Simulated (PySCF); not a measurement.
Au(Cl) anion (AuCl), SMILES [Cl][Au] (connectivity only; charge and spin as stated), charge -1, multiplicity 2.

Geometry: B3LYP-D3(BJ)/def2-TZVPD. The spin state was assumed, not searched. The def2 effective core potentials stand for the cores of Au; spin–orbit coupling is left out.

Level of theory: r2SCAN/def2-TZVPD run with PySCF.

Isolated molecule, no solvent. A positive occupied level means that this level leaves the electron formally unbound; only the finite basis holds it.

```
Item                                                                Value
------------------------------------------------  -----------------------
total energy                                           -596.06722 hartree
point group                                                           C∞v
α spin, highest occupied and lowest empty level          0.02 and 4.17 eV
β spin, highest occupied and lowest empty level         -1.10 and 1.51 eV
dipole moment about the centre of nuclear charge                   3.20 D
mean static polarisability                          77.9 bohr³ (11.54 Å³)
polarisability, principal values                  65.0, 65.0, 103.6 bohr³
⟨S²⟩                                              0.757 (pure state 0.75)
```
